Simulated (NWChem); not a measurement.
Species: InCl, singlet; SMILES [In][Cl]

Results from NWChem. Low-valent species are run as closed-shell singlets; no triplet was tried in these runs. Structure relaxed at the PBE0/def2-SVP level. def2 effective core potentials on In; no spin-orbit coupling.

For level PBE/def2-SVP:

```yaml
highest occupied level (eV): -6.16
orbital gap (eV): 3.83
dipole (D): 2.89
```

Problem. Estimate the same quantities for level CAM-B3LYP/def2-SVP.

Solution. highest occupied level (eV): -8.31
orbital gap (eV): 7.45
dipole (D): 3.18
